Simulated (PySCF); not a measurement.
[V(NH3)6]2+ holds V(II), d3, at total charge +2. The structure is a PBE0-D3(BJ)/def2-SVP, IEF-PCM water geometry optimised for multiplicity 4; coordination octahedral, point group S6, metal–donor distances 2.21 Å.

```
25

V     0.0000    0.0000    0.0000
N     2.2139   -0.0176   -0.0176
H     2.6322    0.9147   -0.0128
H     2.6272   -0.5014    0.7820
H     2.6003   -0.4821   -0.8415
N    -2.2139    0.0176    0.0176
H    -2.6322   -0.9147    0.0128
H    -2.6003    0.4821    0.8415
H    -2.6272    0.5014   -0.7820
N    -0.0176    2.2139   -0.0176
H    -0.0128    2.6322    0.9147
H     0.7820    2.6272   -0.5014
H    -0.8415    2.6003   -0.4821
N     0.0176   -2.2139    0.0176
H     0.0128   -2.6322   -0.9147
H     0.8415   -2.6003    0.4821
H    -0.7820   -2.6272    0.5014
N    -0.0176   -0.0176    2.2139
H     0.9147   -0.0128    2.6322
H    -0.5014    0.7820    2.6272
H    -0.4821   -0.8415    2.6003
N     0.0176    0.0176   -2.2139
H    -0.9147    0.0128   -2.6322
H     0.4821    0.8415   -2.6003
H     0.5014   -0.7820   -2.6272
```

Method (PySCF 2.14, density fitting): CASSCF(3,5) with orbitals averaged over all microstates of the shell, strongly contracted NEVPT2 on the averaged canonical orbitals; basis x2c-TZVPall on the metal, x2c-SVPall elsewhere; spin-free X2C; IEF-PCM water; spin-orbit coupling by state interaction with the mean-field operator over all roots.

Problem. What is the ground state?

Solution. 4Ag (from 4A2g) (S = 3/2, orbital degeneracy 1), with 3.0 electrons in the lower (t2g-type) set and 0.0 in the upper (eg-type) set, by NEVPT2.

Problem. List the excited states of the same spin.

Solution. By NEVPT2: 4Ag (from 4T2g) at 16487 cm⁻¹ (607 nm); 4Eg (from 4T2g) at 16637 cm⁻¹ (601 nm); 4Eg (from 4T1g) at 23960 cm⁻¹ (417 nm); 4Ag (from 4T1g) at 24033 cm⁻¹ (416 nm); 4Ag (from 4T1g) at 35877 cm⁻¹ (279 nm); 4Eg (from 4T1g) at 36383 cm⁻¹ (275 nm). All are electric-dipole forbidden at this geometry.

Problem. Which is the lowest state of another spin?

Solution. 2Eg at 13985 cm⁻¹ by NEVPT2; CASSCF alone puts it at 15659 cm⁻¹ above the same ground state.

Problem. Give the fitted ligand-field and repulsion parameters.

Solution. At CASSCF level (the NEVPT2 levels don't fit a ligand-field model well): orbital energies 0, 263, 263, 15134, 15134 cm⁻¹; 10Dq = 14958 cm⁻¹ (difference of the means of the two sets); B = 883 cm⁻¹; C = 3326 cm⁻¹; B over its free-ion value at the same level 0.914; rms of the fit 318 cm⁻¹; ζ = 166 cm⁻¹ (free ion 174).

Problem. What are the magnetic parameters?

Solution. The ground multiplet follows a spin Hamiltonian with S = 3/2, g = 1.978, 1.979, 1.979, D = -0.04 cm⁻¹, E/|D| = 0.00 (spin-orbit part alone); the lowest levels hold 100 % of the spin-free ground state. μeff is 3.86 μB at 300 K and 3.83 μB at 10 K; the spin-only value is 3.88 μB.

NEVPT2 lifts 4Eg (from 4T2g) from 14158 to 16637 cm⁻¹; on the d shell alone it tends to overshoot states that fill the eg-type orbitals.

The job took 27 s on one thread of Intel Xeon Platinum 8488C (shared host), with 222 basis functions and a peak of 1.2 GiB, launched as `OMP_NUM_THREADS=1 python lf_run.py task.json out`.
